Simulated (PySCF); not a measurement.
## [ErCl4]− relaxed at several levels

Computed with PySCF 2.14.0, def2-SVP on the ligands, density fitting, scalar-relativistic core potentials, no spin-orbit coupling, vacuum. Each row is relaxed at its own level from the same template. Distances are means of the shortest metal–ligand contacts, charges and spins Mulliken's; removal energies are rigid, with the ligand's formal charge and no counterpoise, so too large; for an anion taken off a cation in vacuum most of it is the attraction of opposite charges, and multiply charged cations can part far more cheaply with an electron moved from ligand to metal. lcecp potentials hold a fixed number of 4f electrons in the core, out of states, spins and gaps.

```tsv
level	basis on the metal	point group	M–Cl (Å)	charge on M (e)	removal of one Cl (eV)	strongest infrared band, degenerate modes summed (cm⁻¹)	unstable modes (below −25 cm⁻¹)
PBE0	lcecp-1-SVP with ECP57	Td	2.507	0.71	5.09	313	0
```

**Question.** What does the calculation give for r2SCAN, lcecp-1-SVP with ECP57?

**Answer.** point group: Td, M–Cl (Å): 2.514, charge on M (e): 0.73, removal of one Cl (eV): 5.10, unstable modes (below −25 cm⁻¹): not given.
```xyz
5

Er    0.0000    0.0000    0.0000
Cl    1.4513    1.4513    1.4513
Cl   -1.4513   -1.4513    1.4513
Cl    1.4513   -1.4513   -1.4513
Cl   -1.4513    1.4513   -1.4513
```

One start shape was tried for each, so a minimum needn't be the lowest isomer.
